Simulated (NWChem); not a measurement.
System: BiCl2 cation; SMILES [Cl][Bi+][Cl]

Program: NWChem. Coordinates come from a PBE0/def2-SVP optimisation. def2 effective core potentials on Bi; no spin-orbit coupling. Level: PBE0/def2-SVPD; rows give the wavelength of the field.

For field static:

```
Item                Result
------------------  ------
anisotropy (bohr³)    37.8
```

**Question.** What are these values for field 1065 nm?

**Answer.** anisotropy (bohr³): 39.0
